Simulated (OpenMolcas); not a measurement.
**Xe2+: Slater's ratio, worked from levels**

```yaml
Program: OpenMolcas 26.06
Basis: ANO-RCC-VQZP [8s7p5d3f2g]
Scalar_Hamiltonian: DKH2, point nucleus
Active_space: 4 electrons in 3 orbitals (5p)
State_averaging: 2S+1 = 3 even, 3 roots; 2S+1 = 1 even, 6 roots
Spin-orbit_coupling: RASSI with atomic mean-field integrals over the reference wave functions, term energies averaged over their components
```

Methods: CASSCF; SS-CASPT2, IPEA 0.25 Eh, imaginary shift 0.1 Eh (closed shells correlated: 4d 5s). Measured levels: Saloman, J. Phys. Chem. Ref. Data 33, 765 (2004).

**Slater's ratio.** With one set of orbitals, p4 has ¹D - ³P = 6 F2 and ¹S - ¹D = 9 F2 (F2 = F²/25), a ratio of 3/2. Term energies are centres of gravity, weighted by 2J + 1.

| Source | ¹D - ³P | ¹S - ³P | F2 from the first | Ratio |
| --- | --- | --- | --- | --- |
| CASSCF | 14991 | 35595 | 2498 | 1.374 |
| SS-CASPT2 | 12780 | 31345 | 2130 | 1.453 |
| measured | 12931 | 31935 | 2155 | 1.470 |

Energies in cm-1. A ratio away from 3/2 shows effects beyond one configuration with one set of orbitals, and in heavier atoms second-order spin-orbit shifts.

CASPT2 breaks the degeneracy within a term, and the mean is taken; among the terms shown or strongly mixed into the levels shown the widest spread is 170 cm-1 (5s² 5p⁴ ¹D, SS-CASPT2). With the s shell closed, the reference lacks s² → p² mixing. Computed and measured levels are paired by configuration, term and J; levels that our copy of the source lacks, or whose pairing is in doubt (as where it misses far off the trend of its configuration), stay unpaired and out of the deviations. Levels of configurations outside the active space are missing.
